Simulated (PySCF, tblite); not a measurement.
Isomers of C9H18Ge. All values are computed: GFN2-xTB (tblite) harmonic vibrations without scaling, gas phase. This tight-binding method is rough: wavenumbers can miss measured ones by several per cent, in bad cases by 10 to 20. Modes of hydrogen on germanium can be 10 to 20 % off. One conformer each.

Electronic energies: PBE0-D3(BJ)/def2-SVP at its own geometries (PySCF, gas phase).

```json
{"SMILES": "C[C@@H]1C[C@H]1[C@@H]1CCC[CH2][GeH2]1", "electronic energy, lowest = 0 (kcal/mol)": "18.6"}
{"SMILES": "C1CC[CH]([GeH]2[CH2]CC[CH2]2)C1", "electronic energy, lowest = 0 (kcal/mol)": "0.0"}
{"SMILES": "C[C@@H]1CCC[C@H]1[GeH]1[CH2]C[CH2]1", "electronic energy, lowest = 0 (kcal/mol)": "16.9"}
{"SMILES": "C=C(C)[C@H]1C[CH2][Ge@H]([CH3])[CH2]C1", "electronic energy, lowest = 0 (kcal/mol)": "12.2"}
{"SMILES": "C=C[CH2][Ge@@H]1[CH2]C[C@@]1(C)CC", "electronic energy, lowest = 0 (kcal/mol)": "35.1"}
```

**Question.** How do GFN2-xTB zero-point energies change the relative energies?

**Answer.** 
| SMILES | ZPE (kcal/mol) | of it from modes above 1550 cm⁻¹ | electronic (kcal/mol) | with ZPE, lowest = 0 (kcal/mol) | lowest mode (cm⁻¹) | rings |
| --- | --- | --- | --- | --- | --- | --- |
| C1CC[CH]([GeH]2[CH2]CC[CH2]2)C1 | 154.3 | 75.0 | 0.0 | 0.0 | 28 | 2 |
| C=C(C)[C@H]1C[CH2][Ge@H]([CH3])[CH2]C1 | 151.2 | 77.9 | 12.2 | 9.1 | 34 | 1 |
| C[C@@H]1CCC[C@H]1[GeH]1[CH2]C[CH2]1 | 153.2 | 75.1 | 16.9 | 15.8 | 16 | 2 |
| C[C@@H]1C[C@H]1[C@@H]1CCC[CH2][GeH2]1 | 151.8 | 73.9 | 18.6 | 16.1 | 41 | 2 |
| C=C[CH2][Ge@@H]1[CH2]C[C@@]1(C)CC | 150.3 | 78.0 | 35.1 | 31.1 | 29 | 1 |

The zero-point energies span 4.0 kcal/mol, from `C=C[CH2][Ge@@H]1[CH2]C[C@@]1(C)CC` to `C1CC[CH]([GeH]2[CH2]CC[CH2]2)C1`. The order is unchanged.

**Question.** And how do the electronic energies of GFN2-xTB itself compare?

**Answer.** `C1CC[CH]([GeH]2[CH2]CC[CH2]2)C1` 0.0; `C=C(C)[C@H]1C[CH2][Ge@H]([CH3])[CH2]C1` 19.6; `C[C@@H]1CCC[C@H]1[GeH]1[CH2]C[CH2]1` 14.8; `C[C@@H]1C[C@H]1[C@@H]1CCC[CH2][GeH2]1` 12.4; `C=C[CH2][Ge@@H]1[CH2]C[C@@]1(C)CC` 40.4 kcal/mol, lowest = 0. Against the energies above, taken from the same isomer `C1CC[CH]([GeH]2[CH2]CC[CH2]2)C1`, the largest difference is 7.4 kcal/mol. The two levels were optimised apart and needn't hold the same conformer.

**Question.** What do entropy and thermal enthalpy add at 298.15 K and 1 bar (rigid rotor, harmonic oscillator, one conformer each)?

**Answer.** 
```json
{"SMILES": "C1CC[CH]([GeH]2[CH2]CC[CH2]2)C1", "point group": "C1", "symmetry number": "1", "S (cal/(mol K))": "110.9", "H − H(0) (kcal/mol)": "8.01", "ZPE + H − H(0) − TS (kcal/mol)": "129.3"}
{"SMILES": "C=C(C)[C@H]1C[CH2][Ge@H]([CH3])[CH2]C1", "point group": "C1", "symmetry number": "1", "S (cal/(mol K))": "114.6", "H − H(0) (kcal/mol)": "8.91", "ZPE + H − H(0) − TS (kcal/mol)": "126.0"}
{"SMILES": "C[C@@H]1C[C@H]1[C@@H]1CCC[CH2][GeH2]1", "point group": "C1", "symmetry number": "1", "S (cal/(mol K))": "108.5", "H − H(0) (kcal/mol)": "8.13", "ZPE + H − H(0) − TS (kcal/mol)": "127.6"}
{"SMILES": "C=C[CH2][Ge@@H]1[CH2]C[C@@]1(C)CC", "point group": "C1", "symmetry number": "1", "S (cal/(mol K))": "118.4", "H − H(0) (kcal/mol)": "9.31", "ZPE + H − H(0) − TS (kcal/mol)": "124.3"}
```

Not tabulated: `C[C@@H]1CCC[C@H]1[GeH]1[CH2]C[CH2]1` (lowest mode only 16 cm⁻¹).
